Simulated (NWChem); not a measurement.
Dipole moment of F2Ge

```xyz
3

Ge     0.0000     0.0000    -0.4160
F      1.3105     0.0000     0.7395
F     -1.3105     0.0000     0.7395
```
Charge 0, spin multiplicity 1.

All runs are NWChem calculations. All single points use one geometry, from PBE0/def2-SVP, a minimum by its harmonic frequencies.

Basis set: 6-31G*. The CCSD dipole comes from the Λ equations, without orbital relaxation.

The Hamiltonian is non-relativistic. The correlated methods keep 11 core orbitals frozen. B3LYP has NWChem's definition, with VWN1-RPA local correlation. The Pople sets run with spherical d functions. The structure started from a generated list of species. Coupled-cluster values serve here as a point of comparison, not as the truth.

Question: For the dipole moment, HF gives 2.62 D and LDA (SVWN5) gives 1.91 D. What do B3LYP, CCSD, PBE give?

Answer: B3LYP: 2.17 D; CCSD: 2.24 D; PBE: 1.88 D.
